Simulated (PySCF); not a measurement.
Electronic structure of Ti²⁺ (titanium, charge +2) at the UHF level

Configuration: [Ar] 3d2, high-spin 3F determinant. Calculation: PySCF 2.14, in aug-cc-pVDZ-DK (7s6p4d2f, 59 functions); scalar relativity by spin-free X2C-1e.

| Item | Value |
| --- | --- |
| Total energy | -852.064370 hartree |
| One-electron energy | -1155.9316 hartree |
| Hartree (Coulomb) energy | 345.0095 hartree |
| Exchange energy | -41.1423 hartree |
| ⟨S²⟩ | 2.0023 |
| ⟨L²⟩ | 12.033 |
| Sum of ⟨r⟩ | 13.85 bohr |
| Sum of ⟨r²⟩ | 16.44 bohr² |
| Langevin diamagnetic susceptibility | -13.0 ×10⁻⁶ cm³/mol |
| Time after the integrals | 0.48 s of wall time on 1 thread of Neoverse-N1 (shared host) |

```
shell  electrons  mean orbital energy (hartree)  rms radius, mean of both spins (bohr)
 1s α          1                     -184.99579                                 0.0804
 1s β          1                     -184.99558                                 0.0804
 2s α          1                      -22.25248                                  0.350
 2s β          1                      -22.21726                                  0.350
 2p α          3                      -18.42458                                  0.320
 2p β          3                      -18.38836                                  0.320
 3s α          1                       -3.54774                                   1.08
 3s β          1                       -3.41599                                   1.08
 3p α          3                       -2.46195                                   1.18
 3p β          3                       -2.29901                                   1.18
 3d α          2                       -1.02530                                   1.56
```

Densities and radii are taken from the X2C orbitals without a picture-change correction, which distorts them close to the nucleus.
